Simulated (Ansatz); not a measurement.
CHN, charge +1, doublet, geometry from GFN2-xTB (a state made from the parent by changing its charge; the spin is typed, not shown lowest); Ansatz (a program for electronic structure) with MP2/6-311G**.

The Ansatz input:
Ansatz 0.2 input:
```yaml
crystal:
  periodic: [false, false, false]
  atoms:
    - {symbol: C, position_ang: [-0.00000000, -0.00000000, -0.48313248]}
    - {symbol: N, position_ang: [0.00000000, 0.00000000, 0.64166810]}
    - {symbol: H, position_ang: [-0.00000000, -0.00000000, -1.59288180]}
basis:
  gaussian:
    orbitals: 6-311G__.json
total_charge: 1
magnetization: {spin_polarized: true, initial_magnetization: 1}
correlation: {method: mp2}
```
The basis file holds 6-311G** in the JSON format of the Basis Set Exchange.

The log (banner, timings and long lists left out):

```
Functional definition: HF
342 factors; integrals over basis functions are off by at most 6.0e-4 eV
mean field evaluation 1: about -2512.1168 eV, gradient 2.2e1 eV
mean field evaluation 2: about -2512.1245 eV, gradient 2.2e1 eV
mean field evaluation 4: about -2515.0093 eV, gradient 4.2e0 eV
mean field evaluation 8: about -2515.4432 eV, gradient 7.8e-1 eV
mean field evaluation 16: about -2515.4895 eV, gradient 1.4e-6 eV
mean field evaluation 32: about -2515.4895 eV, gradient 3.7e-4 eV
mean field evaluation 64: about -2515.4484 eV, gradient 2.0e0 eV
mean field -2515.68061636 eV, -92.4495574616 hartree, gradient 4.5e-6 eV, S^2 0.754087; 7 other end points of the search recorded, 0 dependent functions left out
2 core orbitals not correlated
reference -2515.68061636 eV, -92.4495574616 hartree; 5, 4 occupied and 35, 36 virtual orbitals, 342 factors
second order -6.26177202 eV of doubles, -0.00000000 eV of singles
Total energy: -2521.94238838 eV, -92.6796733391 hartree
```
